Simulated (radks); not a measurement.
Excited configurations of Ga2+: one electron is placed in a higher orbital outside [Ar] 3d10. The ground configuration is [Ar] 3d10 4s1. All-electron calculation, Dirac Kohn-Sham, PBE, spin-unpolarised, spherical densities, finite nucleus; open shells are shared between the two j in proportion to 2j + 1; Fermi nuclear charge, rms radius 3.9973 fm. Program: a radial shooting solver on a logarithmic mesh with Libxc functionals. Excitation = E - E(ground); binding = E(ion) - E, where the ion is the core of charge +3; n* = 3/sqrt(2 binding) in atomic units, and the quantum defect is n - n*. Eigenvalue and <r> are those of j = l + 1/2.

| outer orbital | excitation (eV) | binding (eV) | quantum defect | eigenvalue (eV) | <r> (bohr) |
|---|---|---|---|---|---|
| 4p | 8.398 | 22.873 | 1.686 | -18.493 | 2.498 |
| 4d | 18.329 | 12.942 | 0.924 | -10.361 | 3.810 |
| 4f | 23.526 | 7.745 | 0.024 | -6.213 | 5.880 |
| 5s | 17.536 | 13.735 | 2.014 | -11.747 | 4.570 |
| 5f | 26.130 | 5.141 | 0.120 | -4.286 | 10.10 |
| 6p | 24.565 | 6.707 | 1.727 | -5.757 | 9.049 |
| 7d | 27.752 | 3.520 | 1.102 | -3.046 | 16.94 |
| 7f | 28.570 | 2.701 | 0.267 | -2.332 | 21.36 |

The Delta-SCF ionisation energy is 31.271 eV (NIST Atomic Spectra Database: 30.726 eV, measured). Self-interaction in the functional shifts the binding energies and quantum defects, so they are the method's values and not measured ones. Spin polarisation and multiplet splitting are left out, so open shells lie too high by an amount that depends on their filling.

Beside tabulated values, note that spin-unpolarised runs miss the spin-polarisation part of the exchange energy of open shells.
